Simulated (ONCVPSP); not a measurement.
**Before and after: ONCV potential for Ni (Z = 28)**

ONCVPSP 4.0.1 input, shortened (lines: element, Z, core and valence counts, functional; n l f; lmax; l rc ep ncon nbas qcut; lloc lpopt rc5 dvloc0; l nproj debl; icmod fcfact rcfact), PBEsol, scalar-relativistic:

```
  Ni 28.00    3    3  -116133      upf
    1    0    2.00
    2    0    2.00
    2    1    6.00
    3    0    2.00
    3    1    6.00
    3    2    8.00
    2
    0    1.15    0.00    3    8    9.40
    1    0.95    0.00    4    8   17.00
    2    0.80    0.00    3    8   12.70
    4    2    0.70    0.00
    0    3    3.60
    1    1    1.50
    2    2    3.90
    3    5.00    1.50
```

In the s channel the program set the typed energies aside and used -4.793, 0.250, 3.850 Ha.

All-electron outer shells of the reference configuration (PBEsol, scalar-relativistic, ld1.x):

```json
{"shell": "3s", "level (eV)": "-130.42", "outermost node (bohr)": "0.30", "outermost maximum (bohr)": "0.64"}
{"shell": "3p", "level (eV)": "-90.92", "outermost node (bohr)": "0.27", "outermost maximum (bohr)": "0.65"}
{"shell": "3d", "level (eV)": "-28.34", "outermost node (bohr)": "–", "outermost maximum (bohr)": "0.63"}
```

Change: p: qcut 25.4.

Cutoffs: the cutoffs (Ha) at which the residual kinetic energy of the hardest occupied pseudo-wave falls to 1 and 0.1 mHa per electron; they do not see the model core or the augmentation charge, which bear on the density cutoff. Errors are all-electron minus pseudo energies relative to the spin-unpolarised reference configuration.

Problem. Predict the effect on cutoff, ghosts and configuration errors.

Solution. The potential gets neither clearly harder nor softer (278 Ha and 545 Ha → 278 Ha and 545 Ha); the d channel sets the loose cutoff, while the largest relative change is in p, which becomes harder; the errors of the 4 common tests hardly move; the range in which the p phases agree narrows (upper end at the end of the scan → 3.6); neither file shows a bound ghost.

```tsv
quantity	base	changed
cutoff, loose	278 Ha	278 Ha
cutoff, tight	545 Ha	545 Ha
loose cutoff by channel	s 32 Ha, p 69 Ha, d 278 Ha	s 32 Ha, p 179 Ha, d 278 Ha
bound ghosts	none	none
GHOST(+) flags under 300 eV	none	none
error for 3s2 3p6 3d8 4s2, meV [ΔE -26.60 eV]	+4.3	+4.2
error for 3s2 3p6 3d8 4s1, meV [ΔE -17.26 eV]	+2.0	+2.0
error for 3s2 3p6 3d7, meV [ΔE 37.44 eV]	-13	-12
error for 3s2 3p6 3d8 4s1.5, meV [ΔE -22.87 eV]	+3.2	+3.2
s: phases at 1.17 bohr within 0.05 rad from the reference energy up to (Ha; the scan ends near 5)	to the end of the scan	to the end of the scan
p: phases at 0.97 bohr within 0.05 rad from the reference energy up to (Ha; the scan ends near 5)	to the end of the scan	3.6
d: phases at 0.81 bohr within 0.05 rad from the reference energy up to (Ha; the scan ends near 5)	to the end of the scan	to the end of the scan
rms error of d²Exc/dni dnj with the model core, mHa	2.34	2.43
```
